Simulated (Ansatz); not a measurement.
Species: InCl₂, charge 1, singlet. InCl2+ (SMILES [Cl][In+][Cl]).
B3LYP-D3(BJ)/def2-TZVP minimum from Ansatz (a quantum-chemistry and plane-wave program):
```
In
Cl 1 2.2242
Cl 1 2.2242 2 180.00
```
Charge +1, spin multiplicity 1.

Total energies in def2-TZVPP, 16 correlated electrons, 19 frozen orbitals. Open shells are spin-unrestricted; no spin-orbit coupling. Cores are frozen in correlated methods (noble-gas shells, and filled d and f shells in the p block). Past Kr the def2 sets carry scalar-relativistic core potentials. Spin-orbit terms, left out, reach several kcal/mol for Br and I, and more for heavier atoms. The spin of Cl2In+ ([Cl][In+][Cl], singlet) was assumed, and the state is the lowest solution found for it.

| method | program | energy (Eh) | minus CCSDT(Q) (mEh) |
|---|---|---|---|
| HF | Ansatz | -1108.05743 | 469.17 |
| MP2 | Ansatz | -1108.47190 | 54.70 |
| CCSD | Ansatz | -1108.50472 | 21.88 |
| CCSD(T) | Ansatz | -1108.52445 | 2.16 |
| CCSDT(Q) | Ansatz | -1108.52660 | 0.00 |

Rough core times of Ansatz's runs on a shared machine: CCSD(T) under 20 s, CCSDT(Q) 20 min.
